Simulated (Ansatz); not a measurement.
Gas-phase electronic energies from Ansatz, PBE0-D4/def2-TZVP geometries. CBS: MP2 limit from def2 TZ/QZ plus the TZ coupled-cluster correction, frozen cores. This one scheme is used for every species. DFT in def2-TZVPP. One conformer a species, not always the lowest.

Consider the substitution at a C–B bond: `BC(F)[SiH3]` + `OCF` → `FCOC(F)[SiH3]` + BH₃.

Task: Is it downhill or uphill in electronic energy at CCSD(T)/CBS, and by how much? (Estimate.)

Result: Computed: Uphill: ΔE = +0.73 eV.

Task: What do these levels give: r2SCAN-D4, PBE0-D4, ωB97M-V, PBE, PBE0, CCSD/CBS(def2)? (Best estimate.)

Result: The calculation gave: r2SCAN-D4 0.81, PBE0-D4 0.83, ωB97M-V 0.75, PBE 0.89, PBE0 0.85, CCSD/CBS(def2) 0.72 eV.

Largest T1 diagnostic among the species: 0.013.

In def2-TZVPP, CCSD(T) changes the Hartree–Fock value by +0.18 eV (the triples alone add +0.01 eV) and MP2 by +0.22 eV. From PBE to PBE0 (25 % exact exchange), in def2-TZVPP and without D4, ΔE moves by −0.05 eV.
